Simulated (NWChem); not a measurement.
boron oxyfluoride (BFO)

```xyz
3

F      0.0000     0.0000    -1.1962
B      0.0000     0.0000     0.0865
O      0.0000     0.0000     1.2917
```
Charge 0, spin multiplicity 1.

The numbers come from NWChem runs, not from measurements. Structure: optimised with PBE0/def2-SVP, a minimum by its harmonic frequencies.

The field's frequency is 0.0773 Ha (589 nm).

The correlated methods keep 3 core orbitals frozen.

Give the polarisability tensor in bohr³ at CCSD linear response/def2-SVPD, 3 core orbitals frozen, in the frame of the coordinates, and its isotropic mean.


```
14.41   0.00   0.00
 0.00  14.41   0.00
 0.00   0.00  22.76
```
Mean (one third of the trace): 17.19 bohr³.
